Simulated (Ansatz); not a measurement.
thiourea (CH₄N₂S), singlet, geometry from GFN2-xTB; PBE/6-31G** run with Ansatz (an electronic-structure program).

Ansatz was given this input:
Ansatz 0.2 input:
```yaml
crystal:
  periodic: [false, false, false]
  atoms:
    - {symbol: N, position_ang: [0.84063889, -1.21868002, -0.43521389]}
    - {symbol: C, position_ang: [-0.07340802, -0.30783895, -0.02671367]}
    - {symbol: N, position_ang: [-1.31379611, -0.76552040, 0.26302879]}
    - {symbol: S, position_ang: [0.30715846, 1.28807913, 0.11177703]}
    - {symbol: H, position_ang: [0.67514581, -2.20504393, -0.31991705]}
    - {symbol: H, position_ang: [1.79486212, -0.90665769, -0.49376199]}
    - {symbol: H, position_ang: [-1.60346404, -1.68788922, -0.01790421]}
    - {symbol: H, position_ang: [-2.02853056, -0.07323863, 0.40872847]}
basis:
  gaussian:
    orbitals: 6-31G__.json
hamiltonian:
  xc: pbe
accuracy: high
```
The basis file holds 6-31G** in the JSON format of the Basis Set Exchange.

Output, abridged:

```
Functional definition: PBE
1912 factors; integrals over basis functions are off by at most 4.1e-9 eV
mean field evaluation 1: about -14899.9149 eV, gradient 6.4e1 eV
mean field evaluation 2: about -14886.6766 eV, gradient 9.8e1 eV
mean field evaluation 4: about -14907.9690 eV, gradient 6.4e0 eV
mean field evaluation 8: about -14908.0733 eV, gradient 4.1e-1 eV
mean field evaluation 16: about -14908.0737 eV, gradient 1.1e-5 eV
mean field -14908.07373137 eV, -547.8616045727 hartree, gradient 4.4e-8 eV, S^2 0.000000; 0 other end points of the search recorded, 0 dependent functions left out
reference -14908.07373373 eV, -547.8616046591 hartree; 20, 20 occupied and 64, 64 virtual orbitals, 1912 factors
Total energy: -14908.07373373 eV, -547.8616046591 hartree
```
